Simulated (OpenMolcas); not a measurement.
## Lines of Cu VII: computed and rescaled rates

```
Program             : OpenMolcas
Method              : MS-CASPT2, IPEA 0.25 Eh, imaginary shift 0.1 Eh (closed shells correlated: 3s 3p)
Basis               : ANO-R3 [7s5p5d3f2g1h]
Scalar Hamiltonian  : X2C, finite nucleus
Active space        : 5 electrons in 5 orbitals (3d)
State averaging     : 2S+1 = 6 even, 1 root; 2S+1 = 4 even, 24 roots; 2S+1 = 2 even, 75 roots
Spin-orbit coupling : state interaction with AMFI integrals over the reference wave functions, term energies averaged over their components
```

Rates come from the transition moments of the reference wave functions (E1 and E2 in the length form). At fixed line strength A goes as λ^-3 for E1 and M1 and as λ^-5 for E2, so a rate at the computed wavelength can be rescaled to the measured one. Measured vacuum wavelengths follow from level energies in the list in Gamrath, thesis, University of Mons (2023). Branching counts decays inside the model space alone, at computed energies, and the table is only a selection of the E2 and M1 lines, drawn from those between levels with measured partners whose computed energy lies within a factor of 1.5 of the measured one.

```
        Upper          Lower  Type  λ computed (nm)  λ measured (nm)  A computed (s-1)  A rescaled (s-1)  Branching %
   3d⁵ ⁴P_1/2     3d⁵ ⁴P_3/2    M1            27610            29410          2.20e-03          1.82e-03         99.7
   3d⁵ ⁴D_1/2     3d⁵ ⁴P_1/2    M1             2222             2082          5.22e-01                           63.2
   3d⁵ ⁴D_7/2     3d⁵ ⁴P_5/2    M1             2082             1996          3.30e-01                           85.8
   3d⁵ ⁴D_1/2     3d⁵ ⁴P_3/2    M1             2057             1944          3.03e-01                           36.7
   3d⁵ ⁴D_3/2     3d⁵ ⁴P_3/2    M1             1946             1865          3.81e-01                           25.4
3d⁵ ²G_7/2(1)     3d⁵ ⁴F_5/2    M1             1466             1487          2.11e-01                           25.8
3d⁵ ²G_7/2(1)  3d⁵ ²F_7/2(1)    M1             1245             1199          3.30e-01                           40.2
3d⁵ ²F_7/2(2)     3d⁵ ⁴F_5/2    M1              821            815.6          6.95e-01                           33.7
3d⁵ ²F_7/2(2)     3d⁵ ⁴F_9/2    M1            811.4            809.8          1.03e+00                           50.2
  3d⁵ ²H_11/2    3d⁵ ²I_11/2    M1            676.3            704.4          1.81e+00                           19.5
   3d⁵ ⁴F_9/2     3d⁵ ⁴D_7/2    M1            479.6            495.3          1.21e+00                           32.0
   3d⁵ ⁴F_3/2     3d⁵ ⁴D_3/2    M1            474.5            488.8          1.57e+00                           31.6
   3d⁵ ⁴F_7/2     3d⁵ ⁴D_7/2    M1            473.1            485.3          1.32e+00                           26.9
3d⁵ ²D_3/2(1)     3d⁵ ⁴P_3/2    M1            459.8            472.6          2.30e+00                           59.0
   3d⁵ ²S_1/2     3d⁵ ⁴P_3/2    M1            219.1            223.2          5.99e+00                           76.5
3d⁵ ²D_3/2(2)     3d⁵ ⁴D_3/2    M1            192.5            197.9          2.16e+00                           20.2
   3d⁵ ⁴P_5/2     3d⁵ ⁶S_5/2    M1              192            197.1          1.20e+01                           99.9
3d⁵ ²D_3/2(2)     3d⁵ ⁴D_1/2    M1            191.5            197.1          5.62e+00                           52.5
   3d⁵ ⁴P_3/2     3d⁵ ⁶S_5/2    M1            190.8            195.8          8.02e+00                          100.0
3d⁵ ²G_9/2(2)    3d⁵ ²I_13/2    E2            189.8            193.7          1.02e+01          9.21e+00         57.8
3d⁵ ²G_7/2(2)    3d⁵ ²I_11/2    E2            188.4            192.9          1.06e+01          9.42e+00         52.5
   3d⁵ ²P_3/2  3d⁵ ²F_7/2(2)    E2            175.6            179.7          1.51e+01          1.35e+01         30.6
   3d⁵ ⁴D_3/2     3d⁵ ⁶S_5/2    M1            173.8            177.2          9.28e-01                           61.9
   3d⁵ ⁴D_5/2     3d⁵ ⁶S_5/2    M1            173.7            177.2          1.73e+00                           85.6
   3d⁵ ²P_1/2  3d⁵ ²D_3/2(1)    E2            136.8            139.2          1.38e+01          1.27e+01         25.2
```

Spin-changing lines and M1 lines between different terms are not rescaled, since their strength hangs on the term gaps too.

The largest correction is for 3d⁵ ⁴P_1/2 → 3d⁵ ⁴P_3/2 (M1): 2.20e-03 × (27610 / 29410)^3 = 1.82e-03 s-1, a factor of 0.83.

The computed order of these levels differs from the measured one in 1 place, and where term gaps are wrong the rates of spin-changing lines can be off by large factors.

These are rates of the free ion; in crystals, glasses and complexes forced electric-dipole and non-radiative decay shorten such lifetimes by orders of magnitude. No measured rate stands beside these. Rescaling mends the energy factor alone: line strengths can still be far off where a level mixes with configurations outside the active space, and weak or spin-changing lines hang on small mixing coefficients that depend on the term gaps too, so rescaling need not improve them.

CASPT2 does not keep the components of a term degenerate, so their means are used; among the terms shown or strongly mixed into the levels shown the widest spread is 460 cm-1 (3d⁵ ⁴F). Blocks of more than 70 roots (2S+1 = 2 even) ran without multistate coupling. Some levels mix across a computed gap that differs much from the measured one, so their mixing is not that of the real levels. Measured partners are found by configuration, term and J. A level has none where our copy of the source lacks it or the pairing is in doubt (some pairs that miss far off the trend of their configuration count as doubtful). Levels of configurations outside the active space are missing.

A number in round brackets counts repeated terms of one configuration in the order of the reference energies.
